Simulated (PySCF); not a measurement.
Compound: C2H7AlF2O.
SMILES with atom numbers: `[F:1][CH2:2][O+:3]([AlH3-:4])[CH2:5][F:6]` (hydrogens: H7, H8 on C2; H9, H10, H11 on Al4; H12, H13 on C5)

Computed, not measured: PySCF 2.14.0, PBE0-D3(BJ)/def2-SVP geometry optimisation, gas phase.

(1) List the bond lengths, angles and torsions at this level.

## Answers

(1) 
```tsv
bond	length (bohr)
F1–C2, C5–F6	2.545
C2–O3, O3–C5	2.665
O3–Al4	3.880
C2–H7 and 3 like bonds	2.078
Al4–H9, Al4–H10, Al4–H11	3.025
```

Bonds in one row agree within 0.02 bohr and their mean is given. A selection of angles:
```tsv
angle	degrees
F1–C2–O3	109.2
F1–C2–H7	110.5
F1–C2–H8	109.5
O3–C2–H7	106.2
O3–C2–H8	109.2
H7–C2–H8	112.1
C2–O3–Al4	119.8
C2–O3–C5	115.6
Al4–O3–C5	123.7
O3–Al4–H9	99.4
O3–Al4–H10	97.6
O3–Al4–H11	95.3
H9–Al4–H10	116.6
H9–Al4–H11	118.9
H12–C5–H13	112.8
```

Torsions: F1–C2–O3–Al4 -121° (anticlinal); C2–O3–C5–F6 71° (synclinal). The mirror-image conformer, all signs reversed, is as good.

Of the pairs four or more bonds apart, F1···H13 is among the closest relative to their van der Waals radii: 2.49 Å, 93 % of the sum of Bondi's values. O3 (oxygen bonded to Al and 2 C) is almost planar (angles 123.7°, 119.8° and 115.6°, sum 359.1°, 0.08 Å off the plane of its three neighbours). Al4 (aluminium bonded to O and 3 H) has angles from 95.3° to 119.5°.

Point group: C1 (no symmetry element, even within 0.4 Å). PBE0-D3(BJ)/def2-SVP frequencies: not computed here. One conformer, not necessarily the lowest.
